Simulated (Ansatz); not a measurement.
Problem. Name a neutral molecule of Al, C, N and H with HOMO energy (PBE0/def2-TZVPP) between -6.15 and -5.85 eV and LUMO energy (B3LYP/def2-TZVPP) between -2.65 and -2.35 eV (Ansatz, PBE0-D4/def2-TZVP geometry).

Solution. `C=C=C=[N][AlH2]` (-6.03 eV, -2.40 eV). Other molecules can fit too; these were computed, each in one conformer that needn't be the lowest.

B3LYP here is the variant with VWN-RPA as its local correlation; programs differ in this.
